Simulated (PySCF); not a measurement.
MgF, SMILES [F][Mg+], charge +1.

Geometry: PBE0-D3(BJ)/def2-TZVPD. The spin state was assumed, not searched.

Two levels are set side by side: PBE/def2-TZVPD (PySCF) and M06-2X/def2-TZVPD (PySCF). Same geometry, gas phase. Differences are taken from unrounded values.

```csv
quantity,M06-2X,PBE,PBE minus M06-2X
orbital gap (eV),8.26,3.19,-5.07
highest occupied level (eV),-17.67,-13.92,3.75
lowest empty level (eV),-9.41,-10.73,-1.32
mean polarisability (bohr³),9.5,13.3,3.9
```

Without exact exchange PBE keeps part of each electron's self-repulsion, which lifts occupied levels and narrows the gap. PBE's more diffuse valence density responds more strongly to a field. Differences between two approximate levels are no errors against the true value.

Rough cost on one machine, each run with all the roots and properties that it gave: M06-2X against PBE about 4 times.
